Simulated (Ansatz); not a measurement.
Gas-phase reaction R1 → P1 + P2, each structure at its B3LYP-D3(BJ)/def2-TZVP stationary point, reached from a drawn start (curvature not checked).
R1, H4Mo (SMILES [MoH4]) (charge 0, multiplicity 3):
```xyz
5

Mo     0.0000     0.0000     0.0000
H      0.9840     0.9646     0.9839
H      0.9710    -0.9831    -0.9786
H     -0.9656     0.9904    -0.9766
H     -0.9894    -0.9719     0.9713
```
P1, H3Mo (SMILES [MoH3]) (charge 0, multiplicity 4):
```tsv
atom	x (Å)	y (Å)	z (Å)
Mo	-0.0019	-0.0019	-0.4569
H	1.5894	-0.0087	0.1456
H	-0.7857	1.3812	0.1499
H	-0.8018	-1.3706	0.1615
```
P2: H atom, charge 0, multiplicity 2.

P less R. No zero-point or thermal terms; open shells are unrestricted; no spin–orbit coupling. The spin states of the d-block species are the ones drawn and need not be the lowest.

Cores are frozen in the correlated methods.

The values were computed with Ansatz (Gaussian orbitals). All values are computed, each at the level named. Elements past Kr take the def2 small-core potentials, without spin–orbit coupling.

PBE/def2-TZVPP gives 2.765 eV for the reaction energy.

Q: Where do these levels fall relative to PBE: r2SCAN/def2-TZVPP, B3LYP/def2-TZVPP, wB97M-V/def2-TZVPP, B2PLYP/def2-TZVPP, MP2/def2-QZVPP, CCSD(T)/def2-QZVPP.

A: r2SCAN/def2-TZVPP -0.039; B3LYP/def2-TZVPP 0.030; wB97M-V/def2-TZVPP -0.068; B2PLYP/def2-TZVPP -0.070; MP2/def2-QZVPP -0.284; CCSD(T)/def2-QZVPP -0.126 eV. 1 of 6 lie above PBE; the widest gap is to MP2/def2-QZVPP.

Ansatz is a quantum-chemistry and plane-wave program.
